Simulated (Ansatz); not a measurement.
SnNH9O, singlet: a relaxation.

in.yaml

```yaml
crystal:
  periodic: [false, false, false]
  atoms:
    - {symbol: Sn, position_ang: [-0.557281, 1.517693, 0.255005]}
    - {symbol: H, position_ang: [-1.219717, 0.009371, 0.331504]}
    - {symbol: H, position_ang: [-1.666001, 2.142793, -0.941595]}
    - {symbol: H, position_ang: [-1.015525, 1.989464, 1.902631]}
    - {symbol: H, position_ang: [0.771108, 2.689724, 0.021940]}
    - {symbol: H, position_ang: [0.883752, -0.955168, -0.234765]}
    - {symbol: O, position_ang: [1.160497, 0.193349, -0.228535]}
    - {symbol: H, position_ang: [-0.637872, -1.423094, 0.068210]}
    - {symbol: N, position_ang: [0.122797, -1.893382, -0.217707]}
    - {symbol: H, position_ang: [2.008755, 0.663491, -0.289953]}
    - {symbol: H, position_ang: [-0.099813, -2.284233, -1.137084]}
    - {symbol: H, position_ang: [0.249302, -2.650109, 0.470347]}
basis:
  gaussian: {orbitals: def2-TZVP}
hamiltonian: {xc: pbe0, dispersion: d4}
relax: {f_tol: 0.005, max_steps: 200}
```

Run by:

```bash
ansatz run in.yaml --threads 3 --pin off --events-out ev --progress --plain --max-ram 6092MiB
```

Output of Ansatz 0.2.0:

```
Functional definition: PBE0
  name "PBE0"
  cite "Adamo & Barone, J. Chem. Phys. 110, 6158 (1999) doi:10.1063/1.478522"
  cite "Perdew, Burke & Ernzerhof, Phys. Rev. Lett. 77, 3865 (1996) doi:10.1103/PhysRevLett.77.3865"
  parent pbe
  parameter a = 0.25
  parameter kappa = 0.804
  parameter beta = 0.06672455060314922
  exchange = (1 - a)*pbe_x(kappa = kappa, mu = beta*pi^2/3) + a*exact_x
  correlation = pbe_c(beta = beta)
1163 factors; their error is unknown
mean field evaluation 1: about -9502.6694 eV, gradient 6.9e1 eV
mean field evaluation 2: about -9490.0192 eV, gradient 1.1e2 eV
mean field evaluation 4: about -9510.5998 eV, gradient 5.7e0 eV
mean field evaluation 8: about -9510.6531 eV, gradient 3.6e-2 eV
mean field evaluation 16: about -9510.7275 eV, gradient 5.7e-5 eV
mean field -9510.72752261 eV, -349.5127898534 hartree, gradient 5.7e-5 eV, S^2 0.000000; 0 other end points of the search recorded, 0 dependent functions left out
the calculation of the forces begins
reference -9510.72756429 eV, -349.5127913850 hartree; 23, 23 occupied and 143, 143 virtual orbitals, 1163 factors
relax step   1: F+E_penalty+E_count = -9510.88553342 eV  Δ(F+E_penalty+E_count) = +0.000e0 eV  max|allowed force component| = 4.505e0 eV/Å  Δτ_max = 0.0000 Å  (26 SCF iters, accepted)
relax step   2: F+E_penalty+E_count = -9511.41600592 eV  Δ(F+E_penalty+E_count) = -5.305e-1 eV  max|allowed force component| = 1.389e0 eV/Å  Δτ_max = 0.1906 Å  (30 SCF iters, accepted)
relax step   3: F+E_penalty+E_count = -9511.62320616 eV  Δ(F+E_penalty+E_count) = -2.072e-1 eV  max|allowed force component| = 1.784e0 eV/Å  Δτ_max = 0.2000 Å  (30 SCF iters, accepted)
relax step   4: F+E_penalty+E_count = -9511.85814200 eV  Δ(F+E_penalty+E_count) = -2.349e-1 eV  max|allowed force component| = 1.371e0 eV/Å  Δτ_max = 0.1977 Å  (35 SCF iters, accepted)
relax step   5: F+E_penalty+E_count = -9512.13133239 eV  Δ(F+E_penalty+E_count) = -2.732e-1 eV  max|allowed force component| = 9.835e-1 eV/Å  Δτ_max = 0.1998 Å  (30 SCF iters, accepted)
relax step   6: F+E_penalty+E_count = -9512.29468976 eV  Δ(F+E_penalty+E_count) = -1.634e-1 eV  max|allowed force component| = 7.594e-1 eV/Å  Δτ_max = 0.1955 Å  (30 SCF iters, accepted)
relax step   7: F+E_penalty+E_count = -9512.35159755 eV  Δ(F+E_penalty+E_count) = -5.691e-2 eV  max|allowed force component| = 3.233e-1 eV/Å  Δτ_max = 0.1997 Å  (29 SCF iters, accepted)
relax step   8: F+E_penalty+E_count = -9512.31925392 eV  Δ(F+E_penalty+E_count) = +3.234e-2 eV  max|allowed force component| = 4.392e-1 eV/Å  Δτ_max = 0.1890 Å  (29 SCF iters, rejected (line search))
relax step   9: F+E_penalty+E_count = -9512.36330273 eV  Δ(F+E_penalty+E_count) = -1.171e-2 eV  max|allowed force component| = 6.418e-1 eV/Å  Δτ_max = 0.0921 Å  (30 SCF iters, accepted)
relax step  10: F+E_penalty+E_count = -9512.37426454 eV  Δ(F+E_penalty+E_count) = -1.096e-2 eV  max|allowed force component| = 4.811e-2 eV/Å  Δτ_max = 0.1000 Å  (30 SCF iters, accepted)
relax step  11: F+E_penalty+E_count = -9512.37668092 eV  Δ(F+E_penalty+E_count) = -2.416e-3 eV  max|allowed force component| = 1.225e-1 eV/Å  Δτ_max = 0.0757 Å  (29 SCF iters, accepted)
relax step  12: F+E_penalty+E_count = -9512.37802661 eV  Δ(F+E_penalty+E_count) = -1.346e-3 eV  max|allowed force component| = 1.384e-1 eV/Å  Δτ_max = 0.0543 Å  (30 SCF iters, accepted)
relax step  13: F+E_penalty+E_count = -9512.37925467 eV  Δ(F+E_penalty+E_count) = -1.228e-3 eV  max|allowed force component| = 2.326e-1 eV/Å  Δτ_max = 0.0530 Å  (30 SCF iters, accepted)
relax step  14: F+E_penalty+E_count = -9512.38343179 eV  Δ(F+E_penalty+E_count) = -4.177e-3 eV  max|allowed force component| = 2.477e-1 eV/Å  Δτ_max = 0.1081 Å  (29 SCF iters, accepted)
relax step  15: F+E_penalty+E_count = -9512.38778804 eV  Δ(F+E_penalty+E_count) = -4.356e-3 eV  max|allowed force component| = 2.775e-1 eV/Å  Δτ_max = 0.1939 Å  (28 SCF iters, accepted)
relax step  16: F+E_penalty+E_count = -9512.39181730 eV  Δ(F+E_penalty+E_count) = -4.029e-3 eV  max|allowed force component| = 3.159e-1 eV/Å  Δτ_max = 0.1693 Å  (30 SCF iters, accepted)
relax step  17: F+E_penalty+E_count = -9512.41683570 eV  Δ(F+E_penalty+E_count) = -2.502e-2 eV  max|allowed force component| = 3.230e-1 eV/Å  Δτ_max = 0.1633 Å  (30 SCF iters, accepted)
relax step  18: F+E_penalty+E_count = -9512.45017867 eV  Δ(F+E_penalty+E_count) = -3.334e-2 eV  max|allowed force component| = 1.101e-1 eV/Å  Δτ_max = 0.1995 Å  (27 SCF iters, accepted)
relax step  19: F+E_penalty+E_count = -9512.46539181 eV  Δ(F+E_penalty+E_count) = -1.521e-2 eV  max|allowed force component| = 4.972e-1 eV/Å  Δτ_max = 0.1951 Å  (29 SCF iters, accepted)
relax step  20: F+E_penalty+E_count = -9512.43872976 eV  Δ(F+E_penalty+E_count) = +2.666e-2 eV  max|allowed force component| = 1.413e0 eV/Å  Δτ_max = 0.1949 Å  (30 SCF iters, rejected (line search))
relax step  21: F+E_penalty+E_count = -9512.47648356 eV  Δ(F+E_penalty+E_count) = -1.109e-2 eV  max|allowed force component| = 1.248e-1 eV/Å  Δτ_max = 0.0973 Å  (29 SCF iters, accepted)
relax step  22: F+E_penalty+E_count = -9512.48072733 eV  Δ(F+E_penalty+E_count) = -4.244e-3 eV  max|allowed force component| = 2.449e-2 eV/Å  Δτ_max = 0.1000 Å  (29 SCF iters, accepted)
relax step  23: F+E_penalty+E_count = -9512.46053650 eV  Δ(F+E_penalty+E_count) = +2.019e-2 eV  max|allowed force component| = 1.241e0 eV/Å  Δτ_max = 0.1464 Å  (30 SCF iters, rejected (line search))
relax step  24: F+E_penalty+E_count = -9512.48199746 eV  Δ(F+E_penalty+E_count) = -1.270e-3 eV  max|allowed force component| = 8.493e-3 eV/Å  Δτ_max = 0.0559 Å  (29 SCF iters, accepted)
relax step  25: F+E_penalty+E_count = -9512.48165520 eV  Δ(F+E_penalty+E_count) = +3.423e-4 eV  max|allowed force component| = 2.356e-1 eV/Å  Δτ_max = 0.0729 Å  (29 SCF iters, rejected (line search))
relax step  26: F+E_penalty+E_count = -9512.48240525 eV  Δ(F+E_penalty+E_count) = -4.078e-4 eV  max|allowed force component| = 4.863e-2 eV/Å  Δτ_max = 0.0361 Å  (28 SCF iters, accepted)
relax step  27: F+E_penalty+E_count = -9512.48190203 eV  Δ(F+E_penalty+E_count) = +5.032e-4 eV  max|allowed force component| = 1.169e-1 eV/Å  Δτ_max = 0.0363 Å  (29 SCF iters, rejected (line search))
relax step  28: F+E_penalty+E_count = -9512.48261687 eV  Δ(F+E_penalty+E_count) = -2.116e-4 eV  max|allowed force component| = 2.785e-2 eV/Å  Δτ_max = 0.0177 Å  (31 SCF iters, accepted)
relax step  29: F+E_penalty+E_count = -9512.48271605 eV  Δ(F+E_penalty+E_count) = -9.918e-5 eV  max|allowed force component| = 1.019e-2 eV/Å  Δτ_max = 0.0179 Å  (31 SCF iters, accepted)
relax step  30: F+E_penalty+E_count = -9512.48290232 eV  Δ(F+E_penalty+E_count) = -1.863e-4 eV  max|allowed force component| = 1.608e-2 eV/Å  Δτ_max = 0.0273 Å  (30 SCF iters, accepted)
relax step  31: F+E_penalty+E_count = -9512.48296448 eV  Δ(F+E_penalty+E_count) = -6.216e-5 eV  max|allowed force component| = 3.459e-2 eV/Å  Δτ_max = 0.0301 Å  (30 SCF iters, accepted)
relax step  32: F+E_penalty+E_count = -9512.48302944 eV  Δ(F+E_penalty+E_count) = -6.496e-5 eV  max|allowed force component| = 2.801e-2 eV/Å  Δτ_max = 0.0043 Å  (31 SCF iters, accepted)
relax step  33: F+E_penalty+E_count = -9512.48315504 eV  Δ(F+E_penalty+E_count) = -1.256e-4 eV  max|allowed force component| = 1.048e-2 eV/Å  Δτ_max = 0.0133 Å  (30 SCF iters, accepted)
relax step  34: F+E_penalty+E_count = -9512.48323786 eV  Δ(F+E_penalty+E_count) = -8.282e-5 eV  max|allowed force component| = 2.015e-2 eV/Å  Δτ_max = 0.0272 Å  (31 SCF iters, accepted)
relax step  35: F+E_penalty+E_count = -9512.48328544 eV  Δ(F+E_penalty+E_count) = -4.758e-5 eV  max|allowed force component| = 2.965e-2 eV/Å  Δτ_max = 0.0370 Å  (29 SCF iters, accepted)
relax step  36: F+E_penalty+E_count = -9512.48333896 eV  Δ(F+E_penalty+E_count) = -5.352e-5 eV  max|allowed force component| = 1.964e-2 eV/Å  Δτ_max = 0.0070 Å  (32 SCF iters, accepted)
relax step  37: F+E_penalty+E_count = -9512.48339677 eV  Δ(F+E_penalty+E_count) = -5.781e-5 eV  max|allowed force component| = 3.806e-2 eV/Å  Δτ_max = 0.0091 Å  (31 SCF iters, accepted)
relax step  38: F+E_penalty+E_count = -9512.48347459 eV  Δ(F+E_penalty+E_count) = -7.782e-5 eV  max|allowed force component| = 3.678e-2 eV/Å  Δτ_max = 0.0276 Å  (30 SCF iters, accepted)
relax step  39: F+E_penalty+E_count = -9512.48351968 eV  Δ(F+E_penalty+E_count) = -4.509e-5 eV  max|allowed force component| = 2.228e-2 eV/Å  Δτ_max = 0.0302 Å  (30 SCF iters, accepted)
relax step  40: F+E_penalty+E_count = -9512.48354263 eV  Δ(F+E_penalty+E_count) = -2.295e-5 eV  max|allowed force component| = 1.914e-2 eV/Å  Δτ_max = 0.0064 Å  (31 SCF iters, accepted)
relax step  41: F+E_penalty+E_count = -9512.48357127 eV  Δ(F+E_penalty+E_count) = -2.864e-5 eV  max|allowed force component| = 1.412e-2 eV/Å  Δτ_max = 0.0044 Å  (31 SCF iters, accepted)
relax step  42: F+E_penalty+E_count = -9512.48365721 eV  Δ(F+E_penalty+E_count) = -8.594e-5 eV  max|allowed force component| = 2.377e-2 eV/Å  Δτ_max = 0.0274 Å  (31 SCF iters, accepted)
relax step  43: F+E_penalty+E_count = -9512.48373936 eV  Δ(F+E_penalty+E_count) = -8.215e-5 eV  max|allowed force component| = 4.257e-2 eV/Å  Δτ_max = 0.0494 Å  (29 SCF iters, accepted)
relax step  44: F+E_penalty+E_count = -9512.48378743 eV  Δ(F+E_penalty+E_count) = -4.807e-5 eV  max|allowed force component| = 4.864e-2 eV/Å  Δτ_max = 0.0344 Å  (29 SCF iters, accepted)
relax step  45: F+E_penalty+E_count = -9512.48383360 eV  Δ(F+E_penalty+E_count) = -4.617e-5 eV  max|allowed force component| = 4.062e-2 eV/Å  Δτ_max = 0.0056 Å  (31 SCF iters, accepted)
relax step  46: F+E_penalty+E_count = -9512.48392289 eV  Δ(F+E_penalty+E_count) = -8.929e-5 eV  max|allowed force component| = 2.602e-2 eV/Å  Δτ_max = 0.0182 Å  (31 SCF iters, accepted)
relax step  47: F+E_penalty+E_count = -9512.48395141 eV  Δ(F+E_penalty+E_count) = -2.853e-5 eV  max|allowed force component| = 3.081e-2 eV/Å  Δτ_max = 0.0183 Å  (31 SCF iters, accepted)
relax step  48: F+E_penalty+E_count = -9512.48401191 eV  Δ(F+E_penalty+E_count) = -6.050e-5 eV  max|allowed force component| = 3.162e-2 eV/Å  Δτ_max = 0.0298 Å  (30 SCF iters, accepted)
relax step  49: F+E_penalty+E_count = -9512.48402434 eV  Δ(F+E_penalty+E_count) = -1.243e-5 eV  max|allowed force component| = 3.436e-2 eV/Å  Δτ_max = 0.0153 Å  (30 SCF iters, accepted)
relax step  50: F+E_penalty+E_count = -9512.48409903 eV  Δ(F+E_penalty+E_count) = -7.469e-5 eV  max|allowed force component| = 2.842e-2 eV/Å  Δτ_max = 0.0043 Å  (31 SCF iters, accepted)
relax step  51: F+E_penalty+E_count = -9512.48414288 eV  Δ(F+E_penalty+E_count) = -4.385e-5 eV  max|allowed force component| = 9.276e-4 eV/Å  Δτ_max = 0.0054 Å  (31 SCF iters, accepted)
relax step  52: F+E_penalty+E_count = -9512.48419489 eV  Δ(F+E_penalty+E_count) = -5.201e-5 eV  max|allowed force component| = 4.297e-3 eV/Å  Δτ_max = 0.0217 Å  (31 SCF iters, accepted)
relax step  53: F+E_penalty+E_count = -9512.48226148 eV  Δ(F+E_penalty+E_count) = +1.933e-3 eV  max|allowed force component| = 1.671e-1 eV/Å  Δτ_max = 0.1344 Å  (28 SCF iters, rejected (line search))
relax step  54: F+E_penalty+E_count = -9512.48425050 eV  Δ(F+E_penalty+E_count) = -5.562e-5 eV  max|allowed force component| = 7.886e-3 eV/Å  Δτ_max = 0.0261 Å  (30 SCF iters, accepted)
relax step  55: F+E_penalty+E_count = -9512.48390196 eV  Δ(F+E_penalty+E_count) = +3.485e-4 eV  max|allowed force component| = 6.937e-2 eV/Å  Δτ_max = 0.0849 Å  (29 SCF iters, rejected (line search))
relax step  56: F+E_penalty+E_count = -9512.48429557 eV  Δ(F+E_penalty+E_count) = -4.507e-5 eV  max|allowed force component| = 1.016e-2 eV/Å  Δτ_max = 0.0251 Å  (31 SCF iters, accepted)
relax step  57: F+E_penalty+E_count = -9512.48415071 eV  Δ(F+E_penalty+E_count) = +1.449e-4 eV  max|allowed force component| = 3.314e-2 eV/Å  Δτ_max = 0.0488 Å  (29 SCF iters, rejected (line search))
relax step  58: F+E_penalty+E_count = -9512.48433568 eV  Δ(F+E_penalty+E_count) = -4.011e-5 eV  max|allowed force component| = 5.110e-3 eV/Å  Δτ_max = 0.0233 Å  (31 SCF iters, accepted)
relax step  59: F+E_penalty+E_count = -9512.48422598 eV  Δ(F+E_penalty+E_count) = +1.097e-4 eV  max|allowed force component| = 2.013e-2 eV/Å  Δτ_max = 0.0243 Å  (31 SCF iters, rejected (line search))
relax step  60: F+E_penalty+E_count = -9512.48435351 eV  Δ(F+E_penalty+E_count) = -1.783e-5 eV  max|allowed force component| = 2.115e-3 eV/Å  Δτ_max = 0.0117 Å  (31 SCF iters, accepted)
relax step  61: F+E_penalty+E_count = -9512.48432440 eV  Δ(F+E_penalty+E_count) = +2.911e-5 eV  max|allowed force component| = 1.098e-2 eV/Å  Δτ_max = 0.0121 Å  (32 SCF iters, rejected (line search))
relax step  62: F+E_penalty+E_count = -9512.48435976 eV  Δ(F+E_penalty+E_count) = -6.252e-6 eV  max|allowed force component| = 2.290e-3 eV/Å  Δτ_max = 0.0059 Å  (32 SCF iters, accepted)
Total energy: -9512.48440216 eV, -349.5773539858 hartree
Atom 0 at    -0.798434     1.960457     0.546232 Å, force    -0.000823     0.000818     0.000387 eV/Å
Atom 1 at    -1.355484     0.350481     0.663149 Å, force    -0.000083     0.000316     0.000064 eV/Å
Atom 2 at    -0.862201     2.550649    -1.043457 Å, force     0.002290    -0.000453    -0.000396 eV/Å
Atom 3 at    -1.899238     2.897162     1.484609 Å, force    -0.000731    -0.000563     0.001427 eV/Å
Atom 4 at     0.730755     2.146548     1.271047 Å, force    -0.000499    -0.000214    -0.001406 eV/Å
Atom 5 at     0.901479    -0.653461    -0.760284 Å, force     0.000426     0.000120    -0.000889 eV/Å
Atom 6 at     1.073365     0.267661    -1.051228 Å, force    -0.000480    -0.000326     0.000223 eV/Å
Atom 7 at    -0.628573    -1.945266     0.327579 Å, force     0.000364    -0.000432    -0.000016 eV/Å
Atom 8 at     0.203649    -2.275811    -0.147968 Å, force    -0.000000     0.000205     0.000360 eV/Å
Atom 9 at     2.006565     0.424891    -0.896874 Å, force    -0.000286    -0.000086    -0.000016 eV/Å
Atom 10 at    -0.097003    -2.881007    -0.902205 Å, force     0.000059     0.000359     0.000143 eV/Å
Atom 11 at     0.725122    -2.842404     0.509398 Å, force    -0.000236     0.000255     0.000118 eV/Å
Dipole moment:     0.202411    -0.796963     0.141015 e Å

[the SCF lines of later steps are left out]
```

The run took about 3.5 min on 3 CPU threads of an Intel Xeon (shared host).
